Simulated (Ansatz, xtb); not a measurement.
# Ranking isomers of C5H9O3+

3 gas-phase structures of C5H9O3+, from a drawn sample of its isomers (lower ones may exist). Each was relaxed with GFN2-xTB; where two conformers were screened, the lower at r2SCAN-D4/def2-SVP//GFN2-xTB is listed:

A. `CO[C@@H]1CO[C+](C)O1`, a singlet
B. `COC(CC#[O+])OC`, a singlet
C. `COC[C+]1OCCO1`, a singlet

Q: Make a reasoned guess at their ranking by r2SCAN-D4/def2-SVP//GFN2-xTB single-point energy.

A: Calculated order at r2SCAN-D4/def2-SVP//GFN2-xTB: A (0.000), C (0.933), B (1.678) eV.

Energies above the lowest of each column, in eV; the last columns are at r2SCAN-D4/def2-SVP geometries:

| structure | GFN2-xTB | HF/STO-3G | r2SCAN-D4/def2-SVP//GFN2-xTB | r2SCAN-D4/def2-SVP | CCSD(T)/def2-SVP + ΔMP2/def2-TZVPP |
| --- | --- | --- | --- | --- | --- |
| A | 0.000 | 0.000 | 0.000 | 0.000 | 0.000 |
| C | 0.682 | 0.673 | 0.933 | 0.940 | 0.838 |
| B | 2.049 | 2.994 | 1.678 | 1.657 | 1.400 |

Every level run on A puts it lowest or level with the lowest. Flexible structures stand in one conformer each, not always the lowest. ΔMP2 is the change of the MP2 energy from the smaller to the larger basis.

Programs: Ansatz 0.2.0, xtb 6.7.1.
